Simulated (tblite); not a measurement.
Compound: C7H12O.
Structure used (GFN2-xTB), in Å, numbered top down from 1:
```xyz
20
C7H12O angstrom
O      2.2739   -0.3695   -1.4964
C      1.8211    0.5212   -0.8353
C      1.1228    0.3829    0.4917
C      0.6930   -1.0586    0.7730
C     -0.4448   -1.4802   -0.1531
C     -1.6222   -0.5173   -0.0403
C     -1.1776    0.9047   -0.3672
C     -0.0667    1.3432    0.5831
H      1.9177    1.5781   -1.1631
H      1.8745    0.6872    1.2344
H      1.5471   -1.7222    0.6292
H      0.3687   -1.1367    1.8131
H     -0.7658   -2.4923    0.1007
H     -0.0819   -1.4943   -1.1819
H     -2.0202   -0.5461    0.9773
H     -2.4190   -0.8247   -0.7204
H     -2.0249    1.5890   -0.2866
H     -0.8101    0.9418   -1.3960
H      0.2551    2.3594    0.3427
H     -0.4459    1.3453    1.6073
```

Calculated harmonic vibrations of the isolated species, GFN2-xTB (tblite), most abundant isotopes, no scaling. The method is semi-empirical: single wavenumbers can be off by several per cent or more. One conformer, not necessarily the lowest.

Harmonic wavenumbers (cm⁻¹): 70.5, 150.2, 177.5, 260.9, 309.0, 377.4, 412.1, 464.5, 565.1, 656.0, 800.9, 820.0, 861.4, 889.6, 934.8, 938.8, 957.7, 980.3, 1013.6, 1084.9, 1095.6, 1107.6, 1120.1, 1139.3, 1173.7, 1212.9, 1245.1, 1250.7, 1275.3, 1300.3, 1330.5, 1344.5, 1345.6, 1355.5, 1359.5, 1391.8, 1474.1, 1485.3, 1487.7, 1493.0, 1503.4, 1791.6, 2726.1, 2881.9, 2960.2, 2963.2, 2969.9, 2970.8, 2978.0, 2983.3, 2983.8, 2988.5, 2995.5, 3003.0.

A = 3018, B = 1813, C = 1532 MHz; mass 112.089 u (most abundant isotopes); point group C1, symmetry number 1.

Problem. Zero-point energy?

Solution. Half the sum of the wavenumbers: 38706 cm⁻¹ = 463.03 kJ/mol.

Problem. What is S at 350 K and 1 bar for an ideal gas of classical rigid rotors and harmonic oscillators?

Solution. Translation 171.05, rotation 119.32, vibration 91.83: S = 382.2 J/(mol K).

Problem. And Cp and H(350 K) − H(0)?

Solution. Cp = 155.27 J/(mol K), of which vibrations give 122.01 (their classical limit is 54 R = 449.0); H(350 K) − H(0) = 30.15 kJ/mol without the zero-point energy, 18.51 from vibrations.

Problem. Which modes carry the vibrational entropy at 350 K?

Solution. 70.5 cm⁻¹: 18.64; 150.2 cm⁻¹: 12.45; 177.5 cm⁻¹: 11.12; 260.9 cm⁻¹: 8.12; 309.0 cm⁻¹: 6.86; 377.4 cm⁻¹: 5.45 J/(mol K); the other 48 give 29.19 together.

Problem. What must be added to the electronic energy to get the Gibbs energy at 350 K and 1 bar?

Solution. ZPE + [H(350 K) − H(0)] − T·S = 463.03 + 30.15 − 133.77 = 359.41 kJ/mol.

Problem. Blend soft modes into free rotors: weight 1/[1 + (100 cm⁻¹/ν̃)⁴] for the oscillator and the rest for a rotor with moment μB/(μ + B), μ = h/(8π²ν), B = 10⁻⁴⁴ kg m². What vibrational entropy results?

Solution. 87.88 J/(mol K) in place of 91.83, which changes −T·S at 350 K by +1.38 kJ/mol.

Hindered rotation and anharmonicity are outside this model. Other conformers, if any are populated, would add a mixing term that is left out. The structure is chiral; the term R ln 2 for an equal mix with its mirror image is left out.

Hardware: one thread, x86-64 server, shared host. This covers the Hessian and the dipole derivatives.
